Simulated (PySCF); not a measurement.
# NMR data sheet: C$_{6}$H$_{8}$F$_{4}$

```yaml
Formula: C6H8F4
SMILES: C[C@@H](F)/C=C\[C@@H](F)C(F)F
InChI: InChI=1S/C6H8F4/c1-4(7)2-3-5(8)6(9)10/h2-6H,1H3/b3-2-/t4-,5-/m1/s1
Point_group_of_the_computed_structure: C1
Degrees_of_unsaturation: 1
Carbon_signals: 6
Proton_signals: 6
```

Bonds (- single, = double, # triple, : aromatic): C1-C2, C2-F3, C2-C4, C4=C5, C5-C6, C6-F7, C6-C8, C8-F9, C8-F10. C1 carries H11, H12, H13; C2 carries H14; C4 carries H15; C5 carries H16; C6 carries H17; C8 carries H18. Stereochemistry as in C[C@@H](F)/C=C\[C@@H](F)C(F)F.

Level of theory: GFN2-xTB structure, GIAO PBE0/pcSseg-1 shieldings, in PySCF 2.14.0 with density-fitted response routines (no solvent model, fast rotation and ring inversion assumed for equivalent nuclei, one computed conformer, no relativistic terms).

Chemical shifts δ = σref − σ; $^{1}$H (σ = 31.72 ppm), $^{13}$C (σ = 186.93 ppm) against TMS; $^{19}$F (σ = 170.95 ppm) against CFCl3, all at this level.

```tsv
carbon	δC, type	δH (multiplicity)	HMBC from (2–3 bonds)	span of the C tensor (ppm)
C1	24.2, CH3	1.49 (m)	H15, H14	42
C2	90.0, CH	5.76 (m)	H16, H15, H11/H12/H13	86
C4	141.9, CH	5.91 (m)	H16, H17, H14, H11/H12/H13	205
C5	139.4, CH	6.37 (m)	H18, H17, H15, H14	203
C6	92.6, CH	6.27 (m)	H18, H16, H15	59
C8	124.5, CH	6.41 (m)	H16, H17	23
```

Other nuclei:
```tsv
atoms	nucleus	environment	δ (ppm)	σ (ppm)
F9	$^{19}$F	fluorine of a CF2 group	-143.2	314.2
F10	$^{19}$F	fluorine of a CF2 group	-151.7	322.6
F3	$^{19}$F	fluorine on an sp3 carbon	-215.5	386.5
F7	$^{19}$F	fluorine on an sp3 carbon	-228.3	399.2
```

Carbon types of the structure: 5 × CH, 1 × CH3, which accounts for all hydrogens. δC 141.9, 139.4: alkene CH; an sp2 carbon of a C=C bond. δC 124.5: sp3 CH bonded to 2 F; 2 electronegative neighbours deshield it. δC 92.6, 90.0: allylic sp3 CH bonded to F; the inductive effect lowers its shielding. δH 6.41: hydrogen on an sp3 CH bonded to 2 F; its carbon carries F, hence the downfield position. δH 6.37, 5.91: hydrogen on an alkene CH; attached to an sp2 carbon and in the plane of the double bond.

Splittings by $^{19}$F in the carbon and heteronuclear signals aren't shown, as no couplings were computed. Shifts are as computed. Against solution values, carbons near 30 ppm lie about +3 ppm off and those near 130 ppm about +5 ppm. Of 1309 compounds with measured shifts, 239 miss one by over three times the rms of a fit or turn the order of signals round; such compounds aren't used in these exercises. Unscaled 19F shifts against computed CFCl3 carry errors that often reach 10 to 50 ppm. Multiplicities follow the n + 1 count of equivalent neighbours, as no J values were calculated; m marks all less simple cases, F and P coupling included.
